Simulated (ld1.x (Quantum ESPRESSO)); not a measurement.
**In (Z = 49): PAW pseudisation with LDA (PZ), scalar-relativistic reference atom.**

* Element: In (Z = 49)
* Generator: ld1.x (Quantum ESPRESSO) 7.5
* Type: PAW
* Functional: LDA (PZ)
* Relativity: scalar-relativistic
* Frozen core: [Ar] 3d10 4s2
* Valence charge: 19
* Reference configuration: 4p6 4d10 5s2 5p1
* Partial waves: 5s (bound): rcut 1.85, rcutus 2.55 bohr; 5s channel at 3.1 Ry: rcut 1.85, rcutus 2.55 bohr; 4p (bound): rcut 1.25, rcutus 1.55 bohr; 5p (bound): rcut 1.25, rcutus 1.55 bohr; 4d (bound): rcut 0.80, rcutus 1.05 bohr; 4d channel at -0.8 Ry: rcut 0.80, rcutus 1.05 bohr
* Local potential: all-electron potential smoothed inside 1.90 bohr (lloc = -1)
* Core correction: Bessel-smoothed model core, default radius (core density twice the valence density)
* Augmentation charge: BESSEL, radius 0.85 bohr

All-electron outer shells of the reference configuration (LDA (PZ), scalar-relativistic, ld1.x):

| shell | level (eV) | outermost node (bohr) | outermost maximum (bohr) |
| --- | --- | --- | --- |
| 3d | -433.01 | – | 0.26 |
| 4s | -119.46 | 0.41 | 0.77 |
| 4p | -78.05 | 0.42 | 0.82 |
| 4d | -18.71 | 0.40 | 0.94 |
| 5s | -8.49 | 1.02 | 2.13 |
| 5p | -2.70 | 1.14 | 2.85 |

Task: Estimate the cutoffs (Ry, on a coarse ladder) from which the occupation-weighted sum of valence levels, in a spherical-Bessel basis at the reference potential, stays within 10 and 1 mRy of its value at 400 Ry.

Result: 100 Ry and 180 Ry.

Task: What does a ghost test show?

Result: No extra level below or beside the all-electron valence levels (s, p, d, f tested).

Task: Is the overlap operator S = 1 + Σ q|β⟩⟨β| positive definite (Bessel basis up to 400 Ry)?

Result: Yes: its lowest eigenvalue is 0.10 (p channel).

Task: Which valence shell sets the plane-wave cutoff?

Result: 4d: its level needs 100 Ry to come within 1 mRy, against 60 Ry for 5p.

Task: Tests: 4p6 4d10 5s2 5p0; 4p6 4d10 5s1 5p0; 4p6 4d10 5s0 5p0; 4p6 4d10 5s2 5p0.5; 4p6 4d9 5s0 5p0; 4p6 4d10 5s1 5p1; 4p6 4d10 5s1 5p2. Which has the largest error in its energy relative to the reference configuration, and how large is it?

Result: 4p6 4d10 5s1 5p0, with +50 meV (all-electron minus pseudo) on +25.26 eV.
